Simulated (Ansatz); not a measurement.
All numbers were calculated with Ansatz.

A structure relaxed at PBE0-D4/def2-TZVP, charge 0, multiplicity 1:

Cartesian coordinates in Å:
```
C -0.089 0.184 1.629
O 0.114 -0.749 0.586
Si -0.115 -0.441 -0.984
O 0.750 0.888 -1.367
Cl 0.540 -2.077 -2.015
H 0.146 -0.312 2.571
H 0.564 1.053 1.512
H -1.130 0.522 1.663
H -1.543 -0.254 -1.318
H 0.762 1.187 -2.277
```

Give its formula and SMILES.

CH5ClO2Si, `CO[SiH](O)Cl`.

Summarise the bond lengths by kind.

1 × C–O 1.414 Å; 3 × C–H 1.090 to 1.095 Å; 2 × O–Si 1.617 to 1.631 Å; 1 × Cl–Si 2.041 Å; 1 × H–Si 1.479 Å; 1 × H–O 0.958 Å.
